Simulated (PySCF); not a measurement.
Compound: C₇H₆F₃ (charge -1).
SMILES with atom numbers: `[C-:1]#[C:2][CH2:3]/[C:4](=[CH:5]/[CH3:6])[C:7]([F:8])([F:9])[F:10]` (hydrogens: H11, H12 on C3; H13 on C5; H14, H15, H16 on C6)

Geometry (GFN2-xTB, Å), atoms numbered from 1 in this order:
```
atom  x, y, z in Å
C1     2.8677   -0.8458    1.8857
C2     2.2716   -0.6211    0.8453
C3     1.6852   -0.4307   -0.5254
C4     0.2886    0.0162   -0.3184
C5    -0.7735   -0.8204   -0.2975
C6    -2.1772   -0.5048    0.1102
C7     0.0995    1.4524    0.0237
F8    -0.8464    2.0499   -0.7742
F9    -0.3374    1.7108    1.2837
F10    1.1855    2.2269   -0.1343
H11    2.2726    0.3091   -1.0852
H12    1.6968   -1.3806   -1.0768
H13   -0.5967   -1.8482   -0.5859
H14   -2.5372   -1.2494    0.8238
H15   -2.8445   -0.5297   -0.7578
H16   -2.2623    0.4743    0.5718
```

The closed-shell SCF was solved with PySCF and density fitting under several settings on one GFN2-xTB geometry (grid level 2 and gas phase unless stated).

```csv
settings,basis functions,SCF cycles,E (Eh),HOMO (eV),LUMO (eV)
B3LYP/def2-SVPD,257,16,-569.3992,-0.94,2.59
PBE0/STO-3G,56,16,-561.4348,4.22,7.27
```

Question: Estimate the row for these settings: HCTH407/pcSseg-1, grid level 4, fitting basis def2-universal-jkfit.

Answer: 
```tsv
settings	basis functions	SCF cycles	E (Eh)	HOMO (eV)	LUMO (eV)
HCTH407/pcSseg-1, grid level 4, fitting basis def2-universal-jkfit	200	14	-569.6197	0.48	2.17
```

Question: Over all rows, what range does the HOMO–LUMO gap span?

Answer: From 1.69 eV (HCTH407/pcSseg-1, grid level 4, fitting basis def2-universal-jkfit) to 3.53 eV (B3LYP/def2-SVPD). The functional of the narrowest has no exact exchange, that of the widest 20 % exact exchange.

Cycle counts include a coarse-grid stage where the run had one. The HOMO energy is positive at HCTH407/pcSseg-1 and PBE0/STO-3G; such an orbital is held in place by the finite basis.

One conformer stands for the species.
